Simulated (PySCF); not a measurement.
Precursor series Mo Cl-OH. Isolated molecules, 0 K electronic values unless said otherwise. One relaxed conformer stands for each flexible species; it need not be the lowest.

Level of theory: TPSSh-D3(BJ)/def2-TZVP // r2SCAN-D4/def2-SVP in PySCF 2.14.0. All candidates: neutral, multiplicity 1. 

```yaml
HOMO: -8.48 eV
LUMO: -6.19 eV
HOMO–LUMO gap: 2.29 eV
```

### Question
Name which member has these values.
A. [Mo(Cl)4(OH)2]
B. [Mo(Cl)6]
C. [Mo(OH)6]
D. [Mo(Cl)(OH)5]

### Answer
B, [Mo(Cl)6]. The others give [Mo(Cl)(OH)5]: -7.36 eV, -4.05 eV, 3.31 eV; [Mo(Cl)4(OH)2]: -8.06 eV, -5.62 eV, 2.44 eV; [Mo(OH)6]: -7.86 eV, -3.88 eV, 3.98 eV
